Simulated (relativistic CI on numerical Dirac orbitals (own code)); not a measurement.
# Hyperfine structure of Eu⁴¹⁺, mass number 151

Calculated at this level of theory: Dirac-Coulomb-Breit CI, orbitals from a KLI potential per configuration, model QED (radiative potential, 1s self-energy scaled to tabulated hydrogen-like ionisation energies), unscaled Slater integrals (own radial code, finite nucleus).

Configuration list (outside the closed core [Ne]): 3s2 3p6 3d4, 3s2 3p5 3d5, 3s 3p6 3d5, 3s2 3p6 3d3 4s, 3s2 3p6 3d3 4p, 3s2 3p6 3d3 4d, 3s2 3p5 3d4 4s, 3s2 3p6 3d3 4f, 3s 3p6 3d4 4s, 3p6 3d5 4p, 3p6 3d6, 3p5 3d7, 3p5 3d6 4s, 3p6 3d5 4s, 3p5 3d5 4s2, 3s2 3p6 3d2 4s2, 3s2 3p6 3d 4s2 4p, 3s2 3p6 3d 4s2 4d. Double excitations out of closed p, d and f shells are left out; levels of such configurations are missing from the list, as are those of other unlisted configurations, and high levels can miss mixing partners.

Nuclear spin I = 5/2, μ = 3.4635 μN, Q = 0.903 b (tables of Stone and Pyykkö). The electronic factors are computed for point nuclear moments, without core polarisation or the Bohr-Weisskopf and QED corrections.

```csv
Level,E (eV),A (MHz),B (MHz)
3s2 3p6 3d4 5D_1,25.9043,-284.2,10700
3s2 3p6 3d4 5D_2,36.5243,29810,20900
3s2 3p6 3d4 3H_5,67.1247,44830,26500
3s2 3p6 3d4 3H_6,69.5406,47260,31800
3s2 3p6 3d4 3G_4,73.9293,50740,-10600
```

Levels with J = 0, under 50 % of one LS term, or S terms without an open s electron are left out. Small factors come from cancelling terms and can be off by tens of per cent or more.

At this charge energies of transitions that change n are usually good to better than 1 %, and those within a shell (Δn = 0) to a few per cent.

(1) Give the hyperfine levels of 3s2 3p6 3d4 5D_2 relative to its centre of gravity.

## Answers

(1) With K = F(F + 1) − I(I + 1) − J(J + 1), E = AK/2 + B[¾K(K + 1) − I(I + 1)J(J + 1)]/[2I(2I − 1)J(2J − 1)]: F = 1/2: -194000, F = 3/2: -158700, F = 5/2: -94670, F = 7/2: 6007, F = 9/2: 154300 MHz.

LS names give the leading component of a level, which can be under half, so a name can repeat, a term be missing and a line seem to break the LS rules.
